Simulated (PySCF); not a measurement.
CH4NO, SMILES NC=[OH+], charge +1. Atoms are numbered in the order given.

```xyz
7

N     -0.1881     1.1185     0.0000
C      0.4329    -0.0274     0.0000
O     -0.1079    -1.2004     0.0000
H     -1.2062     1.2113     0.0000
H      0.3532     1.9845     0.0000
H      1.5273    -0.0400     0.0000
H     -1.0918    -1.2180     0.0000
```
Charge +1, spin multiplicity 1.

Geometry optimised at PBE-D3(BJ)/def2-TZVP. The isomer is the one that the SMILES or the coordinates give; other isomers of the formula were not compared. One conformer was computed; it need not be the lowest.

Method: B3LYP/pcSseg-2 in PySCF.

GIAO shieldings, no solvent; atoms listed in one row are averaged. δ = σ(ref) − σ: ¹⁵N against NH3 (σ = 260.3 ppm); ¹³C against TMS (σ = 181.3 ppm); ¹⁷O against H2O (σ = 325.5 ppm); ¹H against TMS (σ = 31.68 ppm), references at their B3LYP-D3(BJ)/def2-TZVP geometries, non-relativistic.

Computed chemical shifts:
```csv
nucleus,atoms,count,δ (ppm)
¹⁵N,N1,1,153.7
¹³C,C2,1,183.2
¹⁷O,O3,1,211.4
¹H,H7,1,8.56
¹H,H6,1,8.46
¹H,H5,1,7.92
¹H,H4,1,7.24
```
